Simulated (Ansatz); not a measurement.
# Worked example: C2H8OSi + CH7NSi → CH8OSi2 + C2H7N

Species: C2H8OSi `CO[SiH2]C`, singlet; CH7NSi `CN[SiH3]`, singlet; CH8OSi2 `C[SiH2]O[SiH3]`, singlet; C2H7N `CNC`, singlet. The partners trade CH3 for SiH3: O–CH3 and N–SiH3 bonds give way to O–SiH3 and N–CH3.

Shapes, held fixed at every level: PBE0-D4/def2-TZVP. Flexible molecules stand in one conformer, not always the lowest. Programs: Ansatz 0.2.0. The zero-point and thermal change to 298 K, harmonic and unscaled (PBE0-D4/def2-TZVP), is +2.2 kJ/mol.

At CCSD(T)/CBS estimate; 1 Eh = 2625.50 kJ/mol:

```
species  energy (Eh)
C2H8OSi  -445.208959
 CH7NSi  -386.049483
CH8OSi2  -696.289882
  C2H7N  -135.003207
```

**Question.** Work out ΔH(298 K) of the reaction at this level.

**Answer.** 
1. Products less reactants: (-696.289882) + (-135.003207) − [(-445.208959) + (-386.049483)] = -0.034647 Eh = -91.0 kJ/mol.
2. With the thermal change: -91.0 + (+2.2) = -88.8 kJ/mol.

Other levels give -95.1 (HF/def2-TZVPP) to -84.7 kJ/mol (wB97M-V/def2-TZVPP). No measured value is set beside it here. The CBS estimate extrapolates MP2 from def2-TZVPP and def2-QZVPP and adds CCSD(T) − MP2 in the triple-zeta set, cores frozen.
